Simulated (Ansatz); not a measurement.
## Strength of the N–Sn bond: C3H11NSn → C3H8N + SnH3

Gas-phase species: C3H11NSn `CC[N](C)[SnH3]`, singlet; C3H8N `CC[N]C`, doublet; SnH3 `[SnH3]`, doublet. 

Shapes, held fixed at every level: PBE0-D4/def2-TZVP. Flexible molecules stand in one conformer, not always the lowest. Programs: Ansatz 0.2.0. The zero-point and thermal change to 298 K, harmonic and unscaled (PBE0-D4/def2-TZVP), is -13.5 kJ/mol.

Task: Estimate ΔH(298 K) of this reaction.

Result: B2PLYP/def2-TZVPP gives ΔH(298 K) = +233.5 kJ/mol; the levels span +116.6 to +290.4. The median of the levels is +233.5. Hartree–Fock misses the correlation of the pair that is broken and comes out low. No measured value is set beside it here. Open shells run unrestricted. For atoms past krypton def2 sets carry core potentials with scalar relativity. Outer-core shells of Sn are correlated, in sets that cover them unevenly.

```json
{"level": "MP2/def2-SVP", "kind": "perturbation theory", "ΔH(298 K) (kJ/mol)": "+262.4"}
{"level": "MP2/def2-TZVPP", "kind": "perturbation theory", "ΔH(298 K) (kJ/mol)": "+286.6"}
{"level": "HF/def2-SVP", "kind": "Hartree–Fock", "ΔH(298 K) (kJ/mol)": "+118.8"}
{"level": "HF/def2-TZVPP", "kind": "Hartree–Fock", "ΔH(298 K) (kJ/mol)": "+116.6"}
{"level": "SPW92/def2-TZVPP", "kind": "LDA", "ΔH(298 K) (kJ/mol)": "+290.4"}
{"level": "BHLYP-D4/def2-TZVPP", "kind": "global hybrid", "ΔH(298 K) (kJ/mol)": "+224.1"}
{"level": "B2PLYP/def2-TZVPP", "kind": "double hybrid", "ΔH(298 K) (kJ/mol)": "+233.5"}
```
